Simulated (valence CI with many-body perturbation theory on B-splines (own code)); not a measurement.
## E1 transitions of P III

Method: valence CI with perturbative core correlation (CI+MBPT): three valence electrons over a frozen Dirac-Fock core [Ne], a basis of 11 s, 11 p, 10 d, 8 f, 5 g, 2 h functions for each j, with the one-electron correlation potential Σ1, the two-electron term Σ2, the three-electron term Σ3, Breit, model QED; selected CI, second order for the rest, scaled by the run's own slope (own B-spline code, finite nucleus).

Set against measurement, 13 paired levels are off by 78 cm⁻¹ on average, the worst by 161. These come from a selection out of Martin, Zalubas and Musgrove, J. Phys. Chem. Ref. Data 14, 751 (1985). Levels without a partner in it may be off by more.

Lines 151 to 200 of 589 in falling wavelength, among levels below 222652 cm⁻¹, chosen from the strongest by gf and those to the six lowest levels. Wavelengths and rates use the calculated energies, so an error of 80 cm⁻¹ moves a line at 425.6 nm by 0.34 % and its rate by three times that or more. Electric multipoles are in the length gauge, E1 and E2 with the static RPA response of the core. Weak lines are less certain than strong ones. Lines between different terms over intervals too small for the method are left out, as are lines whose strength nearly cancels. Where a level lies close to another of its J and parity, the split of strength between their lines is uncertain. The highest levels of a list are the least certain.

Names give the largest LS component (configuration and term), which can be under half, so a name can repeat, a term be missing and a line seem to break the LS rules; names also repeat where a configuration has a term twice. Letters in brackets count levels of one name in rising energy.

| λ vac (nm) | Upper | Lower | A (s⁻¹) | log gf | Branch % |
| --- | --- | --- | --- | --- | --- |
| 494.4 | 3s2 5d 2D_3/2 | 3s2 4f 2F°_5/2 | 1.56e+07 | -0.64 | 8.7 |
| 494.4 | 3s2 5d 2D_5/2 | 3s2 4f 2F°_5/2 | 7.39e+05 | -1.79 | 0.4 |
| 476.8 | 3s2 6d 2D_3/2 | 3s 3p 4s 2P°_3/2 | 9.13e+06 | -0.90 | 4.0 |
| 476.5 | 3s2 7d 2D_5/2 | 3s2 5f 2F°_7/2 | 7.75e+05 | -1.80 | 1.7 |
| 473.8 | 3s2 6d 2D_5/2 | 3s 3p 4s 2P°_3/2 | 3.87e+07 | -0.11 | 20.6 |
| 468.7 | 3s2 6d 2D_3/2 | 3s 3p 4s 2P°_1/2 | 4.01e+07 | -0.28 | 17.6 |
| 467.7 | 3s 3p 4p 4D_1/2 | 3s 3p 3d 2D°_3/2 [a] | 5.45e+06 | -1.45 | 1.1 |
| 463.0 | 3s 3p 4p 4D_3/2 | 3s 3p 3d 2D°_5/2 [a] | 3.86e+06 | -1.30 | 0.8 |
| 461.7 | 3s 3p 4p 4D_3/2 | 3s 3p 4s 4P°_5/2 | 2.61e+06 | -1.48 | 0.6 |
| 459.1 | 3s 3p 4p 2P_1/2 | 3s 3p 3d 2D°_3/2 [a] | 1.20e+07 | -1.12 | 2.3 |
| 456.9 | 3s 3p 4p 2P_3/2 | 3s 3p 3d 2D°_3/2 [a] | 1.60e+06 | -1.70 | 0.3 |
| 456.5 | 3s 3p 4p 4D_1/2 | 3s 3p 4s 4P°_3/2 | 1.21e+07 | -1.12 | 2.5 |
| 456.4 | 3s 3p 4p 2P_3/2 | 3s 3p 3d 2D°_5/2 [a] | 1.27e+07 | -0.80 | 2.4 |
| 456.0 | 3s 3p 4p 4D_3/2 | 3s2 5p 2P°_3/2 | 9.04e+06 | -0.95 | 1.9 |
| 455.6 | 3s 3p 4p 4D_5/2 | 3s 3p 4s 4P°_5/2 | 2.77e+07 | -0.29 | 6.1 |
| 455.2 | 3s 3p 4p 2P_3/2 | 3s 3p 4s 4P°_5/2 | 1.67e+06 | -1.68 | 0.3 |
| 453.2 | 3s 3p 4p 4D_1/2 | 3s 3p 4s 4P°_1/2 | 6.60e+07 | -0.39 | 13.7 |
| 453.1 | 3s 3p 4p 4D_3/2 | 3s2 5p 2P°_1/2 | 6.40e+06 | -1.10 | 1.4 |
| 452.6 | 3s 3p 4p 4D_3/2 | 3s 3p 4s 4P°_3/2 | 3.99e+07 | -0.31 | 8.4 |
| 451.7 | 3s 3p 4p 2P_1/2 | 3s2 5p 2P°_3/2 | 8.49e+06 | -1.28 | 1.7 |
| 450.0 | 3s 3p 4p 4D_5/2 | 3s2 5p 2P°_3/2 | 3.29e+07 | -0.22 | 7.3 |
| 449.6 | 3s 3p 4p 2P_3/2 | 3s2 5p 2P°_3/2 | 1.93e+07 | -0.63 | 3.7 |
| 449.3 | 3s 3p 4p 4D_3/2 | 3s 3p 4s 4P°_1/2 | 3.03e+07 | -0.44 | 6.4 |
| 448.9 | 3s 3p 4p 4D_7/2 | 3s 3p 4s 4P°_5/2 | 1.10e+08 | 0.42 | 24.3 |
| 448.9 | 3s 3p 4p 2P_1/2 | 3s2 5p 2P°_1/2 | 1.87e+07 | -0.95 | 3.6 |
| 447.1 | 3s 3p 4p 2D_3/2 | 3s 3p 4s 2P°_3/2 | 8.67e+06 | -0.98 | 3.9 |
| 446.7 | 3s 3p 4p 4D_5/2 | 3s 3p 4s 4P°_3/2 | 4.88e+07 | -0.06 | 10.8 |
| 445.1 | 3s 3p 4p 2P_1/2 | 3s 3p 4s 4P°_1/2 | 1.92e+07 | -0.94 | 3.7 |
| 443.1 | 3s 3p 4p 2P_3/2 | 3s 3p 4s 4P°_1/2 | 1.62e+07 | -0.72 | 3.1 |
| 442.6 | 3s 3p 4p 2D_5/2 | 3s 3p 4s 2P°_3/2 | 6.06e+07 | 0.03 | 23.5 |
| 440.0 | 3s 3p 4p 2D_3/2 | 3s 3p 4s 2P°_1/2 | 4.01e+07 | -0.33 | 18.3 |
| 437.1 | 3s2 7s 2S_1/2 | 3s 3p 4s 2P°_3/2 | 5.40e+06 | -1.51 | 1.1 |
| 430.3 | 3s2 7s 2S_1/2 | 3s 3p 4s 2P°_1/2 | 2.99e+06 | -1.78 | 0.6 |
| 425.6 | 3s2 4p 2P°_1/2 | 3s2 4s 2S_1/2 | 1.24e+08 | -0.17 | 31.5 |
| 423.2 | 3s2 4p 2P°_3/2 | 3s2 4s 2S_1/2 | 1.26e+08 | 0.13 | 31.8 |
| 417.4 | 3s2 6d 2D_5/2 | 3s 3p 3d 2F°_7/2 [a] | 1.81e+07 | -0.55 | 9.6 |
| 411.8 | 3s2 6d 2D_3/2 | 3s 3p 3d 2F°_5/2 [a] | 2.75e+07 | -0.55 | 12.1 |
| 409.5 | 3s2 6d 2D_5/2 | 3s 3p 3d 2F°_5/2 [a] | 9.98e+05 | -1.82 | 0.5 |
| 409.4 | 3s2 4p 2P°_1/2 | 3s2 3d 2D_3/2 | 6.57e+07 | -0.48 | 16.7 |
| 407.3 | 3s2 4p 2P°_3/2 | 3s2 3d 2D_5/2 | 5.99e+07 | -0.23 | 15.1 |
| 407.1 | 3s2 4p 2P°_3/2 | 3s2 3d 2D_3/2 | 6.65e+06 | -1.18 | 1.7 |
| 401.3 | 3s2 5g 2G_7/2 | 3s2 4f 2F°_7/2 | 1.26e+07 | -0.61 | 3.5 |
| 401.3 | 3s2 5g 2G_9/2 | 3s2 4f 2F°_7/2 | 3.52e+08 | 0.93 | 99.1 |
| 401.3 | 3s2 5g 2G_7/2 | 3s2 4f 2F°_5/2 | 3.39e+08 | 0.82 | 95.5 |
| 400.9 | 3s 3p 4p 4P_3/2 | 3s 3p 4s 4P°_5/2 | 4.40e+07 | -0.37 | 11.7 |
| 398.4 | 3s 3p 4p 4P_1/2 | 3s2 5p 2P°_3/2 | 4.92e+07 | -0.63 | 13.1 |
| 396.9 | 3s 3p 4p 4P_5/2 | 3s 3p 4s 4P°_5/2 | 1.07e+08 | 0.18 | 28.5 |
| 396.5 | 3s 3p 4p 4P_3/2 | 3s2 5p 2P°_3/2 | 1.46e+07 | -0.86 | 3.9 |
| 395.8 | 3s 3p 4p 4P_1/2 | 3s 3p 4s 4P°_3/2 | 7.40e+07 | -0.46 | 19.8 |
| 394.3 | 3s 3p 4p 4P_3/2 | 3s2 5p 2P°_1/2 | 5.84e+06 | -1.26 | 1.6 |

How does gf follow from A for the line at 446.7 nm?

gf = 1.4992 × (2J+1)_upper × A / σ², with σ = 22389 cm⁻¹ and 2J+1 = 6: gf = 0.875.
